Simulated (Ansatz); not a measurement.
Input for Ansatz (an electronic-structure program): R-PBE0/def2-TZVPP on AlAsH4O (SMILES [OH][AlH][AsH2]), a point of a torsion scan.

Ansatz 0.2 input:
```yaml
crystal:
  periodic: [false, false, false]
  atoms:
    - {symbol: O, position_ang: [-1.69532049, -0.58042544, 0.44140842]}
    - {symbol: Al, position_ang: [-0.46488586, 0.29228975, -0.21861240]}
    - {symbol: As, position_ang: [1.81926321, -0.42574526, 0.00708341]}
    - {symbol: H, position_ang: [-2.46910413, -1.01293201, 0.77698080]}
    - {symbol: H, position_ang: [-0.91356088, 1.61175559, -0.89533853]}
    - {symbol: H, position_ang: [1.51646490, -0.28192100, 1.48740435]}
    - {symbol: H, position_ang: [2.21619916, 1.03206896, -0.02797501]}
basis:
  gaussian:
    orbitals: def2-TZVPP
hamiltonian:
  xc: {name: PBE0}
scf: {lower_state_search: off}
```

Task: Predict the final total energy.

Result: -2555.5619 hartree.
